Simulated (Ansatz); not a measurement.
Isolated molecules relaxed with PBE0-D4/def2-TZVP in Ansatz; ΔE leaves out vibrations. CCSD(T)/CBS adds triple-zeta CCSD(T) − MP2 to the extrapolated MP2 energy (def2 sets, frozen cores). This one scheme is used for every species. Functionals use def2-TZVPP. One conformer a species, not always the lowest.

Reaction (ligand exchange at a B–N bond): `CNB(C)Cl` + `N=C=O` → `CB(Cl)N=C=O` + CH₃NH₂

CCSD(T)/CBS gives +0.36 eV.

(1) Another level gave +0.35 eV. Which?
A. BHLYP/def2-TZVPP
B. HF/def2-TZVPP
C. LDA (SPW92)/def2-TZVPP
D. ωB97X-V/def2-TZVPP

(2) What do rigid-rotor, harmonic-oscillator terms from PBE0-D4/def2-TZVP frequencies (298.15 K, 1 bar) make of the CCSD(T)/CBS value? (An estimate is asked.)

Largest T1 diagnostic among the species: 0.018.

Results:

(1) D. ωB97X-V 0.35, LDA (SPW92) 0.45, HF/def2-TZVPP 0.21, BHLYP 0.28 eV.

(2) Computed: ΔZPE = +0.01 eV, ΔH = +0.39 eV, ΔS = 25 J/(mol·K), ΔG = +0.31 eV. Modes under 50 cm⁻¹ make the entropy rough.

The D4 term adds +0.03 eV with B3LYP and +0.02 eV with PBE0; it sums over pairs of atoms, weighted by their polarisabilities, and B3LYP, whose exchange is more repulsive, gets the larger term. Leaving LDA and LC-ωPBE aside and taking each functional with its dispersion term where it has one, the values, not all of them listed here, spread over 0.07 eV, from B97M-V to ωB97M-V. LDA lies +0.11 eV from PBE without D4. In def2-TZVPP, CCSD(T) changes the Hartree–Fock value by +0.15 eV (the triples alone add +0.01 eV) and MP2 by +0.14 eV.

B3LYP here is the variant with VWN-RPA as its local correlation; programs differ in this.
